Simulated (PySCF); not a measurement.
Simulation results for CH5GeO, CH7GeNSi, CH3Cl2Ge

Calculation on a computer-drawn molecule: the log of a Hartree-Fock and frozen-core CCSD(T) single point meant for a local Hartree-Fock minimum, with one planted fault or none, to be diagnosed. Offsets are logged minus clean, where the clean run is the same molecule without the fault. The reference is restricted for singlets and unrestricted otherwise, and also for a bond in bohr or an excited solution. Adding or removing an electron swaps singlet and doublet. The excited solution moves the top pair (singlet) or top alpha electron (doublet) to the lowest empty orbital. Highest occupied and lowest empty are orbital energies over both spins, largest force is the largest gradient component, triples share is (T) over the correlation energy, the T1 limit is 0.02 restricted and 0.045 unrestricted, electrons count all cores, a negative frequency is imaginary (commonest isotopes), and the dipole is about the centre of nuclear charge; on germanium a core potential holds 10 electrons, which the energies leave out, and 3d is frozen in MP2 and coupled-cluster steps. Program: PySCF 2.14.0.

Common to all runs: meant charge 0; meant basis and core potential on germanium cc-pVDZ-PP ECP10MDF; logged SCF converged yes; possible faults no fault, one electron removed, one electron added, multiplicity raised by two, geometry at a saddle point, SCF held on an excited solution, minimal basis STO-3G, one bond length entered in bohr, all coordinates scaled.

(1) CH5GeO

Logged structure:
```xyz
8
CH5GeO
C     -1.1998     0.0108     0.1576
Ge    -1.3854    -1.3015    -1.2824
O     -1.9356    -0.3467    -2.6927
H     -3.0350     0.8344     0.6043
H     -0.7915    -0.4611     1.0528
H     -0.5257     0.8053    -0.1702
H     -0.0376    -1.9813    -1.6328
H     -1.9996    -0.8292    -3.5041
```

- meant multiplicity: 2
- meant basis: cc-pVDZ
- logged electrons: 51
- logged basis functions: 76
- logged spin squared: 1.4732
- logged highest occupied: -8.7218 eV
- logged lowest empty: 1.4348 eV
- logged largest force: 0.021856 hartree/bohr
- logged T1 diagnostic: 0.059929
- logged D1 diagnostic: 0.2609
- logged triples share: 0.032532
- logged CC converged: yes
- logged dipole magnitude: 1.8025 debye
- logged SCF stable within its kind: yes
- logged energy HF: -408.88454 hartree
- logged energy CCSD(T): -409.34413 hartree
- planted fault: one bond length entered in bohr, row 3 of the drawn bonds
- HF energy offset from clean run: 80.31 kcal/mol
- CCSD(T) energy offset from clean run: 82.81 kcal/mol

Drawn bonds:
```tsv
atom	other atom	order
1	2	1
2	3	1
1	4	1
1	5	1
1	6	1
2	7	1
3	8	1
```

Notes: T1 above single-reference limit.

(2) CH7GeNSi

Logged structure:
```xyz
11
CH7GeNSi
C      0.2011     1.8622    -1.1192
Ge    -1.3247     0.6859    -0.7509
N     -2.6659     0.4356    -1.7474
Si    -1.2908    -0.5233     1.3207
H      0.0792     2.3556    -2.0842
H      0.2831     2.6199    -0.3366
H      1.1251     1.2795    -1.1282
H     -2.6360     0.9657    -2.6085
H     -2.5104    -1.3473     1.4220
H     -1.2235     0.4363     2.4478
H     -0.0845    -1.3827     1.3676
```

* meant multiplicity: 1
* meant basis: cc-pV(D+d)Z
* logged electrons: 66
* logged basis functions: 109
* logged spin squared: 0
* logged highest occupied: -9.3362 eV
* logged lowest empty: 1.9925 eV
* logged largest force: 2.356e-05 hartree/bohr
* logged lowest frequency: 59.6 cm⁻¹
* logged T1 diagnostic: 0.01732
* logged D1 diagnostic: 0.06305
* logged triples share: 0.034378
* logged CC converged: yes
* logged dipole magnitude: 3.5332 debye
* logged SCF stable within its kind: yes
* logged energy HF: -678.65545 hartree
* logged energy CCSD(T): -679.24609 hartree
* planted fault: no fault
* HF energy offset from clean run: 0 kcal/mol
* CCSD(T) energy offset from clean run: 0 kcal/mol

Drawn bonds:
```tsv
atom	other atom	order
1	2	1
2	3	2
2	4	1
1	5	1
1	6	1
1	7	1
3	8	1
4	9	1
4	10	1
4	11	1
```

(3) CH3Cl2Ge

Logged structure:
```xyz
7
CH3Cl2Ge
C     -0.1175     0.7584    -1.8997
Ge    -0.6547     1.8644    -0.3722
Cl     1.0467     3.0806     0.2308
Cl    -1.1297     0.5518     1.2976
H     -0.9469     0.1127    -2.1873
H      0.1630     1.4041    -2.7316
H      0.7369     0.1533    -1.5934
```

* meant multiplicity: 2
* meant basis: cc-pV(D+d)Z
* logged electrons: 75
* logged basis functions: 98
* logged spin squared: 0.8144
* logged highest occupied: -3.7495 eV
* logged lowest empty: -2.2074 eV
* logged largest force: 0.056787 hartree/bohr
* logged dipole magnitude: 4.6357 debye
* logged SCF stable within its kind: no
* logged energy HF: -1251.86515 hartree
* planted fault: ?

Drawn bonds:
```tsv
atom	other atom	order
1	2	1
2	3	1
2	4	1
1	5	1
1	6	1
1	7	1
```

Notes: coupled-cluster numbers left out as unreliable.

**Q.** CH3Cl2Ge (entry 3): planted fault?
**A.** SCF held on an excited solution

Further results for CH3Cl2Ge (entry 3):

- HF energy offset from clean run: 133.8 kcal/mol
